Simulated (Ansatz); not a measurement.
Reaction (cleavage of the B–Si bond): `B[SiH2][CH2][InH2]` + `CN[SiH2]N` → `BN(C)[SiH2]N` + `[SiH3][CH2][InH2]`

Program: Ansatz. Geometries: PBE0-D4/def2-TZVP. ΔE: electronic, gas phase. CCSD(T)/CBS is the MP2 limit (def2-TZVPP, def2-QZVPP) plus CCSD(T) − MP2 in def2-TZVPP, frozen cores. DFT in def2-TZVPP. B3LYP here is the variant with VWN-RPA as its local correlation; programs differ in this. def2 core potentials past Kr. For In outer-core shells are correlated without core-valence functions, which leaves a few kJ/mol of doubt a bond. Each species was taken in one conformer, which may not be the lowest.

| level | ΔE (eV) |
| --- | --- |
| PBE0-D4 | -1.69 |
| ωB97X-V | -1.71 |
| PBE0 | -1.68 |
| B3LYP | -1.77 |
| HF/def2-TZVPP | -1.74 |
| HF/def2-QZVPP | -1.74 |
| SCS-MP2/def2-QZVPP | -1.78 |
| MP2/CBS(def2) | -1.77 |

(1) What does CCSD(T)/CBS give? (Best estimate.)

Largest T1 diagnostic among the species: 0.013.

## Answers

(1) The calculation gave: -1.70 eV. The listed levels differ from it by 0.01, -0.01, 0.02, -0.07, -0.04, -0.04, -0.08, -0.07 eV.
